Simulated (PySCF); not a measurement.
**Potential energy of KIn along the bond**

Set-up: K x2c-SVPall, In x2c-SVPall; spin-free X2C with a Gaussian nucleus (PySCF 2.14). Energies in eV from K + In in their ground configurations at the same level. State: ¹Σ⁺ (singlet), closed shell.

Curves on a restricted Hartree–Fock reference rise too fast on stretching and do not dissociate correctly.

```csv
R (Å),RHF-SCS-MP2,RHF-MP2,BLYP
3.235,-0.0770,-0.0732,-0.4768
3.385,-0.2144,-0.2057,-0.5908
3.535,-0.2980,-0.2847,-0.6563
3.648,-0.3330,-0.3165,-0.6813
3.761,-0.3489,-0.3293,-0.6903
3.874,-0.3492,-0.3264,-0.6867
4.024,-0.3302,-0.3034,-0.6668
4.212,-0.2835,-0.2518,-0.6249
4.438,-0.2058,-0.1680,-0.5592
4.739,-0.0835,-0.0377,-0.4595
```

Question: Put a parabola through the three lowest points of the RHF-SCS-MP2 curve and estimate Re, k and ωe (reduced mass 29.1 u; 1 eV/Å² = 0.16022 mdyn/Å; ωe = 1302.8·√(k/μ) cm⁻¹).

Answer: Through R = 3.761, 3.874, 4.024 Å the second-order coefficient is 0.492 eV/Å², so Re ≈ 3.820 Å, k ≈ 0.158 mdyn/Å and ωe ≈ 96 cm⁻¹. A polynomial fit of higher order to the unrounded RHF-SCS-MP2 energies gives Re = 3.818 Å, k = 0.177 mdyn/Å, ωe = 102 cm⁻¹; anharmonicity and rounding make the difference.

The higher-order fit for each curve: RHF-SCS-MP2: Re = 3.818 Å, ωe = 102 cm⁻¹, De = 0.351 eV; RHF-MP2: Re = 3.794 Å, ωe = 104 cm⁻¹, De = 0.330 eV; BLYP: Re = 3.781 Å, ωe = 94.2 cm⁻¹, De = 0.69 eV.

Correlated steps freeze 23 core orbitals. Closed-shell solutions of metal pairs were not tested for spin polarisation, which can lower them a little. The bond is weak. Basis-set superposition, not corrected here, can be much of De in a small basis, most of all at correlated wavefunction levels. Functionals without a dispersion term scatter widely for such bonds, and LDA overbinds them. These are scalar-relativistic numbers at best; spin–orbit coupling would shift them, the dissociation energy most. Where the molecule has an RHF reference, its open-shell atoms are computed with UHF.
